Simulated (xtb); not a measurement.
xtb input:

```bash
xtb mol.xyz --gfn 2 --ohess tight --chrg -1 --uhf 0
```
mol.xyz:
```
12

Si     0.73711218     1.04751385    -0.44907877
C      1.90690176    -0.43599076    -0.31924107
F      1.37378417     2.27344107     0.37764240
N     -0.68893448     0.68554938     0.39812239
Si    -2.01654627    -0.42992374    -0.03665068
H      1.48104390    -1.38164195    -0.77294310
H      2.89211672    -0.29728846    -0.81917450
H      2.18393069    -0.70161692     0.78675140
H     -1.01230565     1.40331064     1.02851086
H     -2.84055731    -0.51997012     1.23836353
H     -1.34156545    -1.67300952    -0.32436544
H     -2.81064449     0.03813826    -1.11036029
```

Task: Predict the final energy.

Result: -17.06760 Eh (GFN2-xTB).

It need not be the lowest isomer of its formula. Whether it binds its extra electron was not tested at this geometry.
